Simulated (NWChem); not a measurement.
System: CH2ClF; SMILES FCCl

Program: NWChem. Pople sets run with spherical d functions. Geometry: optimised at PBE0/def2-SVP. Total energies compare along this basis series because the functional is fixed.

```json
[
 {"level": "B3LYP/STO-3G", "basis functions": "21", "energy (Ha)": "-592.3833", "highest occupied level (eV)": "-6.11", "orbital gap (eV)": "10.28", "dipole (D)": "1.99"},
 {"level": "B3LYP/3-21G", "basis functions": "35", "energy (Ha)": "-596.3625", "highest occupied level (eV)": "-8.41", "orbital gap (eV)": "9.27", "dipole (D)": "2.08"},
 {"level": "B3LYP/6-31G*", "basis functions": "50", "energy (Ha)": "-599.3261", "highest occupied level (eV)": "-8.39", "orbital gap (eV)": "9.09", "dipole (D)": "1.83"},
 {"level": "B3LYP/6-31+G*", "basis functions": "62", "energy (Ha)": "-599.3423", "highest occupied level (eV)": "-8.64", "orbital gap (eV)": "8.45", "dipole (D)": "1.95"},
 {"level": "B3LYP/def2-SVP", "basis functions": "56", "energy (Ha)": "-599.0990", "highest occupied level (eV)": "-8.23", "orbital gap (eV)": "9.25", "dipole (D)": "1.74"},
 {"level": "B3LYP/def2-SVPD", "basis functions": "86", "energy (Ha)": "-599.1230", "highest occupied level (eV)": "-8.68", "orbital gap (eV)": "8.62", "dipole (D)": "1.81"},
 {"level": "B3LYP/def2-TZVP", "basis functions": "111", "energy (Ha)": "-599.4336", "highest occupied level (eV)": "-8.54", "orbital gap (eV)": "8.88", "dipole (D)": "1.76"},
 {"level": "B3LYP/6-311++G**", "basis functions": "88", "energy (Ha)": "-599.4146", "highest occupied level (eV)": "-8.66", "orbital gap (eV)": "8.24", "dipole (D)": "1.93"},
 {"level": "B3LYP/aug-cc-pVTZ", "basis functions": "188", "energy (Ha)": "-599.4375", "highest occupied level (eV)": "-8.62", "orbital gap (eV)": "[?]", "dipole (D)": "1.78"}
]
```

Question: What belongs in the gaps?

Answer: 
- B3LYP/aug-cc-pVTZ, orbital gap (eV): 8.16
